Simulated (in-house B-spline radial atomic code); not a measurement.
Spin-orbit splittings of orbital energies (j = l + 1/2 less j = l - 1/2) and ratios of mean radii (lower j over upper j) along the 12-electron series, configuration [Ne] 3s2. Computed with a radial B-spline atomic code at the basis-set limit: Dirac-Hartree-Fock, average of the configuration, finite nuclei.

```tsv
ion	Z	splitting of 2p (eV)	radius ratio of 2p
Sr26+	38	71.267	0.97382
Zr28+	40	89.457	0.97091
Nb29+	41	99.792	0.96939
Mo30+	42	111.02	0.96783
Tc31+	43	123.2	0.96623
Ru32+	44	?	?
Rh33+	45	150.64	0.96289
Pd34+	46	166.02	0.96115
Ag35+	47	182.59	0.95937
Cd36+	48	200.42	0.95754
In37+	49	219.57	0.95567
Sn38+	50	240.12	0.95375
Sb39+	51	262.14	0.95179
Te40+	52	285.71	0.94978
I41+	53	?	?
Xe42+	54	?	?
Cs43+	55	366.54	0.94346
Ba44+	56	397.14	0.94125
La45+	57	429.73	0.939
Ce46+	58	464.39	0.93669
```

Q: Fill in the row of Ru32+.

A: splitting of 2p (eV): 136.39; radius ratio of 2p: 0.96458.

Q: Fill in the row of I41+.

A: splitting of 2p (eV): 310.91; radius ratio of 2p: 0.94772.

Q: Fill in the row of Xe42+.

A: splitting of 2p (eV): 337.82; radius ratio of 2p: 0.94561.

Q: With what power of Z does the column «splitting of 2p (eV)» change over this range?

A: A fit of the logarithm of its size against log Z from Z = 38 to 58 has slope 4.43. An unscreened hydrogenic electron would give 4 at low Z; screening makes the apparent power larger near the neutral end, and relativity raises it again at high Z.
